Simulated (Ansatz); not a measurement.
C2H8FNSi, SMILES `CC[SiH](N)F`. Total charge 0; spin multiplicity 1.

Z-matrix (Å, degrees):
```
C
C 1 1.527
H 1 1.093 2 111.4
H 1 1.092 2 111.3 3 -119.7
H 1 1.093 2 111.5 3 120.0
Si 2 1.859 1 113.9 3 60.0
H 2 1.095 1 110.8 3 -61.6
H 2 1.097 1 110.2 3 -178.4
F 6 1.611 2 106.7 1 51.6
N 6 1.701 2 110.2 1 175.2
H 6 1.484 2 114.1 1 -63.8
H 10 1.007 6 121.7 2 -44.0
H 10 1.007 6 121.3 2 164.6
```

Problem. List the harmonic frequencies (cm⁻¹, unscaled) at PBE0-D4/def2-TZVP in Ansatz. (An estimate is asked.)

Solution. Ansatz gave: 70, 140, 189, 235, 275, 316, 352, 391, 647, 660, 760, 826, 866, 900, 932, 983, 986, 1051, 1259, 1272, 1409, 1440, 1496, 1500, 1585, 2238, 3037, 3048, 3082, 3114, 3127, 3612, 3705.

Problem. Is this a minimum?

Solution. Yes, all 33 modes are real.

Problem. Give the ideal-gas thermochemistry at 298.15 K and 1 bar (rigid rotor, harmonic oscillator; point group C1, symmetry number 1).

Solution. Zero-point energy 272.2 kJ/mol; H(298) − E = 294.7 kJ/mol; entropy 352.6 J/(mol·K), of which translation 165.4, rotation 111.5, vibration 75.6; G(298) − E = 189.6 kJ/mol. Modes under 100 cm⁻¹ are hindered rotations or soft bends, so the harmonic entropy is rough.

Problem. And at 400, 500, 600, 800 and 1000 K?

Solution. 
```json
{"T (K)": "400", "H − E (kJ/mol)": "308.2", "S (J/mol/K)": "391.2", "G − E (kJ/mol)": "151.7"}
{"T (K)": "500", "H − E (kJ/mol)": "323.7", "S (J/mol/K)": "425.8", "G − E (kJ/mol)": "110.8"}
{"T (K)": "600", "H − E (kJ/mol)": "341.2", "S (J/mol/K)": "457.7", "G − E (kJ/mol)": "66.6"}
{"T (K)": "800", "H − E (kJ/mol)": "380.7", "S (J/mol/K)": "514.2", "G − E (kJ/mol)": "-30.7"}
{"T (K)": "1000", "H − E (kJ/mol)": "424.7", "S (J/mol/K)": "563.3", "G − E (kJ/mol)": "-138.6"}
```

Problem. Rotational constants (cm⁻¹)?

Solution. 0.2022, 0.08989, 0.06905.
